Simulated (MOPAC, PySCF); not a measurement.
CH2BN, SMILES `BC#N`, neutral singlet in the gas phase. 

Cartesian coordinates (Å):
```xyz
5

B     -0.6097     0.0060     0.0082
C      0.9103    -0.0090    -0.0123
N      2.0784    -0.0206    -0.0280
H     -1.1999    -1.0336     0.0138
H     -1.1791     1.0572     0.0184
```
Charge 0, multiplicity 1.

All levels are single points at this geometry (PBE-D3(BJ)/def2-TZVP); Pople sets use spherical d functions. Orbital energies aren't observables, and empty levels follow the basis.

```tsv
level	HOMO (eV)	LUMO (eV)	gap (eV)	dipole (D)	vertical IE, Delta-SCF (eV)
PBE-D3(BJ)/def2-TZVP in PySCF	-8.34	-4.39	3.95	2.54	–
B3LYP/6-311+G** in PySCF	-9.50	-3.63	5.86	2.76	–
B3LYP/6-31G* in PySCF	-9.20	-3.28	5.91	2.50	12.13
PBE/6-31G* in PySCF	-8.09	-4.10	3.98	2.35	11.91
SVWN5/6-31G* in PySCF	-8.21	-4.40	3.81	2.40	12.06
AM1 in MOPAC	-11.91	0.14	12.05	2.38	–
PM3 in MOPAC	-12.40	-1.29	11.11	2.03	–
PM6 in MOPAC	-11.89	-1.27	10.61	3.03	–
PM7 in MOPAC	-12.15	-1.62	10.53	3.25	–
```
